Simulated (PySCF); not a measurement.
## Which determinant of GaF⁺ lies lowest?

Unrestricted PBE0; basis Ga cc-pVTZ-PP with ECP10, F cc-pVTZ; scalar-relativistic core potentials; PySCF 2.14. Outer shells of the fragments: Ga+ 3d10 4s2; F 2s2 2p5.

Followed along the bond (rough minima from three points):

```
2Ms+1   unpaired  ⟨S²⟩ at the start  R at minimum (Å)  Te (eV)
    2        σ ↑               0.76              1.71     0.00
    4  σ ↑, π ↑↑               3.75  none in the scan   ≤ 6.82
```

Solutions found at the starting distance of 1.920 Å, counted from the lowest of them; the search is not exhaustive and high or unbound solutions are not listed, so other states can lie among these:

```
2Ms+1   unpaired   term  E (eV)  ⟨S²⟩  ⟨Lz²⟩  μ (D)
    2        σ ↑    ²Σ⁺    0.00  0.76   0.00  -3.88
    2        π ↑     ²Π    1.89  0.75   1.00   0.42
    4  σ ↑, π ↑↑  mixed    6.66  3.75   2.01   0.20
    4  σ ↑, π ↑↑  mixed    6.78  3.75   2.01   0.26
    4  σ ↑↑, π ↑     ⁴Π    7.98  3.75   1.00  -0.21
    4  σ ↑↑, π ↑     ⁴Π    8.61  3.75   1.00   0.76
    4      σ ↑↑↑    ⁴Σ⁺    9.84  3.75   0.00   0.43
```

A term symbol is given only where ⟨S²⟩ and ⟨Lz²⟩ are close to those of a pure state; real π, δ and φ orbitals otherwise mix terms. A positive dipole points towards F; it is taken about the centre of mass and depends on that origin.

Spin–orbit coupling is left out. Counting both spins, an empty level lies below a filled one in some of these solutions, because spin and occupation are held.
